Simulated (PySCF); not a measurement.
Compound: C7H7ClO3.
Bonds: C1–C2, C2–C3, C2–C4, C4–C5 (double), C5–Cl6, C5–C7, C7–O8 (double), C7–O9, O9–C10, C10–O11 (double), C4–C10. Hydrogens: H12, H13, H14 on C1; H15 on C2; H16, H17, H18 on C3.

The same species was optimised twice, with GFN2-xTB and with PBE0-D3(BJ)/def2-SVP (PySCF), and the same property calculations (PySCF, gas phase) were run on both structures.

```
     coordinate  GFN2-xTB  PBE0-D3(BJ)/def2-SVP  change
      C7–O9 (Å)     1.366                 1.373  +0.007
     C4–C10 (Å)     1.487                 1.492  +0.005
     O9–C10 (Å)     1.382                 1.378  -0.004
     C5–Cl6 (Å)     1.690                 1.693  +0.003
      C5–C7 (Å)     1.495                 1.493  -0.002
      C7=O8 (Å)     1.188                 1.186  -0.002
      C2–C4 (Å)     1.490                 1.492  +0.002
      C1–C2 (Å)     1.532                 1.530  -0.002
      C4=C5 (Å)     1.345                 1.344  -0.001
      C2–C3 (Å)     1.531                 1.531   0.000
    C10=O11 (Å)     1.190                 1.190   0.000
   C1–C2–C3 (°)     110.7                 111.9    +1.2
   C1–C2–C4 (°)     109.8                 110.9    +1.1
  C4–C10–O9 (°)     108.0                 108.8    +0.8
  C5–C4–C10 (°)     106.4                 105.6    -0.8
   C3–C2–C4 (°)     109.8                 110.5    +0.7
 C4–C10–O11 (°)     129.9                 129.2    -0.7
  C7–O9–C10 (°)     110.2                 109.5    -0.7
  C4–C5–Cl6 (°)     130.0                 129.3    -0.7
C1–C2–C4–C5 (°)       119                   120      +1
```

Rotational constants: A = 1284, B = 850.9, C = 574.6 MHz (GFN2-xTB) against A = 1269, B = 851.7, C = 572.9 MHz (PBE0-D3(BJ)/def2-SVP). Atoms that the bonding makes alike are paired by their places after alignment.

On the GFN2-xTB structure: HOMO (eV) -8.54 [PBE0/pcSseg-1]; LUMO (eV) -3.19 [PBE0/pcSseg-1]; dipole (D) 4.26 [PBE0/pcSseg-1]; GIAO shielding of C1/C3 (mean) (ppm) 165.0 [PBE0/pcSseg-1]; GIAO shielding of C2 (ppm) 155.0 [PBE0/pcSseg-1]; GIAO shielding of C4 (ppm) 30.2 [PBE0/pcSseg-1]; GIAO shielding of C5 (ppm) 39.8 [PBE0/pcSseg-1]; GIAO shielding of Cl6 (ppm) 754.3 [PBE0/pcSseg-1]; GIAO shielding of C7 (ppm) 21.1 [PBE0/pcSseg-1]; GIAO shielding of O8 (ppm) -141.0 [PBE0/pcSseg-1]; GIAO shielding of O9 (ppm) 28.7 [PBE0/pcSseg-1].

Question: What do these properties become on the PBE0-D3(BJ)/def2-SVP structure?

Answer: 
```json
{"property": "HOMO (eV)", "level": "PBE0/pcSseg-1", "on GFN2-xTB": "-8.54", "on PBE0-D3(BJ)/def2-SVP": "-8.56", "change": "-0.02"}
{"property": "LUMO (eV)", "level": "PBE0/pcSseg-1", "on GFN2-xTB": "-3.19", "on PBE0-D3(BJ)/def2-SVP": "-3.18", "change": "+0.01"}
{"property": "dipole (D)", "level": "PBE0/pcSseg-1", "on GFN2-xTB": "4.26", "on PBE0-D3(BJ)/def2-SVP": "4.27", "change": "+0.01"}
{"property": "energy, GFN2-xTB geometry as zero (kcal/mol)", "level": "PBE0/pcSseg-1", "on GFN2-xTB": "0.0", "on PBE0-D3(BJ)/def2-SVP": "-0.5", "change": "-0.5"}
{"property": "GIAO shielding of C1/C3 (mean) (ppm)", "level": "PBE0/pcSseg-1", "on GFN2-xTB": "165.0", "on PBE0-D3(BJ)/def2-SVP": "163.3", "change": "-1.7"}
{"property": "GIAO shielding of C2 (ppm)", "level": "PBE0/pcSseg-1", "on GFN2-xTB": "155.0", "on PBE0-D3(BJ)/def2-SVP": "154.6", "change": "-0.4"}
{"property": "GIAO shielding of C4 (ppm)", "level": "PBE0/pcSseg-1", "on GFN2-xTB": "30.2", "on PBE0-D3(BJ)/def2-SVP": "29.7", "change": "-0.5"}
{"property": "GIAO shielding of C5 (ppm)", "level": "PBE0/pcSseg-1", "on GFN2-xTB": "39.8", "on PBE0-D3(BJ)/def2-SVP": "40.3", "change": "+0.5"}
{"property": "GIAO shielding of Cl6 (ppm)", "level": "PBE0/pcSseg-1", "on GFN2-xTB": "754.3", "on PBE0-D3(BJ)/def2-SVP": "754.2", "change": "-0.1"}
{"property": "GIAO shielding of C7 (ppm)", "level": "PBE0/pcSseg-1", "on GFN2-xTB": "21.1", "on PBE0-D3(BJ)/def2-SVP": "21.0", "change": "-0.1"}
{"property": "GIAO shielding of O8 (ppm)", "level": "PBE0/pcSseg-1", "on GFN2-xTB": "-141.0", "on PBE0-D3(BJ)/def2-SVP": "-141.8", "change": "-0.8"}
{"property": "GIAO shielding of O9 (ppm)", "level": "PBE0/pcSseg-1", "on GFN2-xTB": "28.7", "on PBE0-D3(BJ)/def2-SVP": "28.0", "change": "-0.7"}
```

The heavy atoms differ by 0.027 Å rms after alignment (one structure mirrored). Among bonds between heavy atoms C7–O9 changes most (+0.007 Å). Changes are differences of the printed values. Neither structure is proved a minimum here.

Conformer computed: `[CH3:1][CH:2]([CH3:3])[C:4]1=[C:5]([Cl:6])[C:7](=[O:8])[O:9][C:10]1=[O:11]`: C1–C2–C4–C5 120°.
